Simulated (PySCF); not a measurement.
# Gallium: a sound run and one with changed settings

Sound run: Ga [Ar] 3d10 4s2 4p1, Ga⁺ [Ar] 3d10 4s2. Computed with PySCF 2.14 in cc-pVTZ-PP with ECP10MDF, with a scalar-relativistic core potential. The sound run starts from symmetry-adapted Hartree-Fock orbitals and uses a fine grid where one is needed.

Changed run: basis STO-3G, all-electron and non-relativistic. This setting is unsound on purpose.

```
species  method  sound run (hartree)  changed run (hartree)  converged
     Ga     UHF           -258.30203            -1900.72850        yes
     Ga   B3LYP           -259.50352            -1901.90165        yes
     Ga    BP86           -259.58761            -1902.06096        yes
    Ga⁺     UHF           -258.09872            -1900.61973        yes
    Ga⁺   B3LYP           -259.28457            -1901.76648        yes
    Ga⁺    BP86           -259.36572            -1901.92438        yes
```

Ionisation energy of Ga:

```
method  sound run (eV)  changed run (eV)
   UHF           5.532             2.960
 B3LYP           5.958             3.678
  BP86           6.038             3.716
```

A minimal basis cannot let orbitals breathe on ionisation and holds almost no correlation. The Hamiltonian changed with the basis, so the totals do not compare.

For comparison, NIST gives 5.999 eV between the lowest levels.
